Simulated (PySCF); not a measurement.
A structure optimised at B3LYP-D3(BJ)/def2-SVP, used in a PySCF frequency run:

```xyz
3

Sb     0.0000     0.0000     1.1769
I      0.0000    -2.1263    -0.5663
I      0.0000     2.1263    -0.5663
```
Charge 0, spin multiplicity 2.

### Question
Write its SMILES, formula and point group.

### Answer
[I][Sb][I], I₂Sb, C2v

### Question
What are its rotational constants (standard atomic weights)?

### Answer
2.0211, 0.44041, 0.36161 GHz
